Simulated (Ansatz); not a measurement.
A structure relaxed at PBE0-D4/def2-TZVP, charge 0, multiplicity 1:

Cartesian coordinates in Å:
```
O -1.3542 -1.9625 -1.4237
C -0.7267 -1.0473 -0.7548
C -0.1940 -0.1966 -0.0821
Si 0.6130 1.0785 0.9145
H -0.8704 -2.1872 -2.2281
H 0.9968 0.5341 2.2420
H 1.8363 1.5494 0.2158
H -0.3008 2.2316 1.1164
```

Give its formula and SMILES.

C2H4OSi, `OC#C[SiH3]`.

Point group (tolerance 0.08 Å, 0.16 Å for H)?

Cs.

Summarise the bond lengths by kind.

1 × C–O 1.296 Å; 1 × H–O 0.965 Å; 1 × C–C 1.208 Å; 1 × C–Si 1.808 Å; 3 × H–Si 1.485 Å.

All numbers were calculated with Ansatz.
